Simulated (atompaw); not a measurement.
## An all-electron radial function and its pseudo partner (V (Z = 23))

Columns: radius, all-electron u(r) and pseudo u(r) of the 3d shell (level -6.90 eV) of vanadium in the configuration [Ar] 3d3 4s1.75 4p0; PBE, scalar-relativistic, PAW (atompaw) scheme, atompaw 4.2.0.5.

```
r (bohr)  all-electron  pseudo
   0.112        0.0516  0.0056
   0.223        0.2120  0.0418
   0.335        0.4024  0.1277
   0.446        0.5654  0.2604
   0.558        0.6870  0.4221
   0.669        0.7650  0.5791
   0.781        0.8059  0.7041
   0.892        0.8175  0.7776
   1.004        0.8085  0.8005
   1.115        0.7859  0.7865
   1.227        0.7545  0.7547
   1.338        0.7185  0.7185
   1.450        0.6797  0.6797
   1.562        0.6402  0.6402
   1.673        0.6016  0.6016
   1.785        0.5637  0.5637
   1.896        0.5278  0.5278
   2.008        0.4933  0.4933
   2.119        0.4611  0.4611
   2.231        0.4306  0.4306
   2.342        0.4023  0.4023
   2.454        0.3755  0.3755
   2.565        0.3507  0.3507
   2.677        0.3272  0.3272
   2.788        0.3054  0.3054
   2.900        0.2849  0.2849
```

How many radial nodes do the two functions have?

The all-electron 3d function has n − l − 1 = 0; the pseudo-wave has 0.

At about which radius was the pseudo-wave matched?

1.30 bohr, where the columns begin to agree (steps of 0.11 bohr).

Where does each function peak?

Outermost all-electron maximum near 0.89 bohr, pseudo maximum near 1.00 bohr (to the table’s step).

Is the pseudo-wave norm-conserving?

No, it belongs to a PAW set: the norm inside the radius is not constrained, and the difference is carried by the augmentation charge.
